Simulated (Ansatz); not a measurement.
The lowest singlet and triplet of CH3N (SMILES [CH]N); geometries from B3LYP-D3(BJ)/def2-TZVP, each state relaxed from the structure named, with no frequency check.
Singlet (charge 0, multiplicity 1):
```json
[
 {"atom": "C", "x (Å)": "0.6931", "y (Å)": "-0.3712", "z (Å)": "0.0187"},
 {"atom": "N", "x (Å)": "-0.5029", "y (Å)": "0.1518", "z (Å)": "-0.0070"},
 {"atom": "H", "x (Å)": "1.4062", "y (Å)": "0.4728", "z (Å)": "-0.0309"},
 {"atom": "H", "x (Å)": "-0.7299", "y (Å)": "1.1450", "z (Å)": "-0.0621"},
 {"atom": "H", "x (Å)": "-1.3144", "y (Å)": "-0.4527", "z (Å)": "0.0295"}
]
```
Triplet (charge 0, multiplicity 3):
| atom | x (Å) | y (Å) | z (Å) |
|---|---|---|---|
| C | 0.7213 | -0.1471 | 0.2783 |
| N | -0.5394 | 0.1046 | -0.1843 |
| H | 1.6271 | -0.1137 | -0.3276 |
| H | -0.9956 | 0.9423 | 0.1590 |
| H | -1.1833 | -0.6781 | -0.2110 |

```
level                                     gap E(singlet) − E(triplet), adiabatic (eV)  cost
----------------------------------------  -------------------------------------------  ----
R-HF/cc-pVTZ                                                                   -0.662     -
R-PBE/def2-TZVPP                                                               -1.360    ×1
U-PBE/def2-TZVPP                                                               -1.360    ×1
U-B3LYP/def2-TZVPP                                                             -1.426    ×2
R-PBE0/def2-TZVPP                                                              -1.268    ×1
R-BHLYP/def2-TZVPP                                                             -1.328    ×1
R-wB97M-V/def2-TZVPP                                                           -1.588    ×3
U-MP2/cc-pVTZ                                                                  -1.485     -
R-SCS-MP2/cc-pVTZ                                                              -1.641     -
U-SCS-MP2/cc-pVTZ                                                              -1.641     -
U-CCSD/cc-pVTZ                                                                 -1.448     -
U-CCSD/cc-pVQZ                                                                 -1.459     -
U-CCSD(T)/cc-pVDZ                                                              -1.471    ×1
R-CCSD(T)/cc-pVTZ                                                              -1.520    ×5
U-CCSD(T)/cc-pVTZ                                                              -1.520    ×7
R-CCSDT(Q)/cc-pVDZ                                                             -1.476   ×20
SC-NEVPT2 on SA-CASSCF(2,2)/cc-pVDZ                                            -1.402     -
SC-NEVPT2 on SA-CASSCF(2,2)/cc-pVQZ                                            -1.502     -
FIC-NEVPT4(SD) on SA-CASSCF(2,2)/cc-pVDZ                                       -1.420     -
FIC-MRCISD+Q on SA-CASSCF(2,2)/cc-pVTZ                                         -1.498     -
```

The rows run from -1.641 (R-SCS-MP2/cc-pVTZ) to -0.662 eV (R-HF/cc-pVTZ). In cc-pVTZ the value moves U-MP2 -1.485, U-CCSD -1.448, U-CCSD(T) -1.520, a shift of -0.036 from U-MP2 to U-CCSD(T). From cc-pVDZ to cc-pVTZ U-CCSD(T) changes by -0.050. The 4 R-functionals in def2-TZVPP without D3 or D4 span 0.320, from R-wB97M-V to R-PBE0.

A positive gap puts the triplet lower; no zero-point energy. R- takes a restricted singlet. U- takes an unrestricted singlet (broken symmetry where lower, unprojected). The triplet is unrestricted in single-reference levels. Active spaces average the two states.

Frozen-core correlation.

Run with Ansatz (Gaussian orbitals). Each number belongs to the level named beside it.

Costs are rough ratios of core time to R-PBE/def2-TZVPP (about 2.2 s over the structures, on one shared machine); a dash marks a level with no comparable run of its own.

Ansatz is an electronic-structure program.
